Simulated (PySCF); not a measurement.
Compound: C₂H₅GeNO₂.
Numbering: `[CH2:1]=[N:2][GeH2:3][C:4](=[O:5])[OH:6]`

Structure used (PBE0-D3(BJ)/def2-SVP), in Å, numbered top down from 1:
```xyz
11
C2H5GeNO2 angstrom
C      2.0954   -0.2910    0.5770
N      1.7582    0.3561   -0.4569
Ge     0.0017    0.6342   -0.9614
C     -1.2905   -0.2212    0.3080
O     -0.9948   -0.7085    1.3689
O     -2.5478   -0.1926   -0.1480
H      1.3943   -0.7545    1.2967
H      3.1723   -0.4141    0.8027
H     -0.1873    0.0373   -2.3616
H     -0.2547    2.1473   -0.9665
H     -3.1087   -0.6187    0.5256
```

A calculation gives these core lines: C 1s: 291.96 (area 1), 294.41 (area 1) eV; N 1s: 404.52 eV; O 1s: 538.14 (area 1), 540.15 (area 1) eV.

Theory: delta-SCF UKS SCAN, pcX-2 on the ionised atom, pcseg-1 elsewhere, spin-free X2C in PySCF 2.14.0. Isolated species at its PBE0-D3(BJ)/def2-SVP geometry (one conformer only).

Which carbon gives which C 1s line?

291.96 eV: C1 (C=N carbon); 294.41 eV: C4 (carbonyl carbon). Lowest listed C 1s: C1, bonded to N (double bond) and 2 H. Highest, 2.45 eV above it: C4, bonded to O (double bond), O and Ge. Summing the Pauling electronegativity differences to the bonded atoms, each weighted by its formal bond order, gives +0.28 for the lowest site and +2.13 for the highest.

Which oxygen gives which O 1s line?

538.14 eV: O5 (acid carbonyl oxygen); 540.15 eV: O6 (acid hydroxyl oxygen). The listed O 1s values span 2.01 eV, from O5 (bonded to C (double bond)) to O6 (bonded to C and H). Summing the Pauling electronegativity differences to the bonded atoms, each weighted by its formal bond order, gives -1.78 for the lowest site and -2.13 for the highest; the largest sum, -1.78, belongs to O5, 2.01 eV below the top. The smallest sum, -2.13, belongs to O6, 2.01 eV above the lowest.

Bonded neighbours of each site: C1: N (double bond) and 2 H; N2: C (double bond) and Ge; C4: O (double bond), O and Ge; O5: C (double bond); O6: C and H.

Express the binding energy of C 1s of C1 in atomic units and per mole.

291.96 eV = 10.7293 Eh = 28170 kJ/mol.

The unrestricted hole states depart most from a pure doublet (⟨S²⟩ = 0.75; over 0.85 named) for C 1s of C1 (0.85) and C 1s of C4 (0.89), which makes these values less certain. No level of germanium is listed.

Time: 34 s of wall time; peak memory 0.60 GiB. Hardware: an Arm Neoverse V2 with one thread, shared host.
